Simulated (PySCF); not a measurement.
CH5FO2Sn. Atoms are numbered in the order given.

```xyz
10

C      2.1243    -0.2614     0.2951
Sn     0.0196     0.0075     0.0196
O     -1.1788    -0.9699     1.2937
O     -0.4024     1.9580     0.0541
F     -0.5904    -0.7069    -1.7088
H      2.2866    -0.8164     1.2369
H      2.5982     0.7359     0.3414
H      2.5118    -0.8376    -0.5649
H     -1.7878    -1.5156     0.7560
H     -1.3716     2.0816     0.0775
```
Charge 0, spin multiplicity 1.

Coordinates come from a PBE-D3(BJ)/def2-SVP optimisation. The structure was generated by enumeration; whether it is a known compound was not checked. The def2 effective core potentials stand for the cores of Sn; spin–orbit coupling is left out. One conformer was computed; it need not be the lowest.

All values below come from PySCF with PBE-D3(BJ)/def2-SVP.

Frequencies are harmonic and unscaled.

Give all harmonic wavenumbers and intensities. (An estimate is asked for; the answer gives what the named calculation found.)


| mode | ν (cm⁻¹) | IR (km/mol) | moving atoms (share of kinetic energy) |
|---|---|---|---|
| 1 | 66 | 0.5 | H 98 % |
| 2 | 87 | 15.1 | O 41 %, H 22 %, F 19 %, C 17 % |
| 3 | 121 | 3.2 | O 35 %, C 30 %, H 23 % |
| 4 | 143 | 5.1 | O 37 %, H 26 %, Sn 18 %, C 15 % |
| 5 | 155 | 23.2 | F 46 %, O 23 %, Sn 14 %, H 11 % |
| 6 | 177 | 34.0 | O 44 %, F 26 %, Sn 18 %, H 9 % |
| 7 | 204 | 96.4 | H 84 %, O 12 % |
| 8 | 240 | 81.3 | H 72 %, O 23 % |
| 9 | 514 | 3.0 | C 67 %, H 16 %, O 8 % |
| 10 | 595 | 45.1 | F 49 %, O 34 %, Sn 11 % |
| 11 | 597 | 59.0 | O 56 %, F 28 %, Sn 15 % |
| 12 | 610 | 82.7 | O 76 %, Sn 15 % |
| 13 | 749 | 15.9 | H 84 %, C 15 % |
| 14 | 752 | 16.8 | H 84 %, C 15 % |
| 15 | 845 | 112.7 | H 92 % |
| 16 | 862 | 50.5 | H 91 % |
| 17 | 1154 | 0.6 | H 82 %, C 18 % |
| 18 | 1379 | 4.5 | H 95 % |
| 19 | 1380 | 4.3 | H 95 % |
| 20 | 3005 | 0.1 | H 98 % |
| 21 | 3132 | 0.3 | H 90 %, C 10 % |
| 22 | 3134 | 0.5 | H 90 %, C 10 % |
| 23 | 3691 | 57.1 | H 94 % |
| 24 | 3709 | 58.4 | H 94 % |
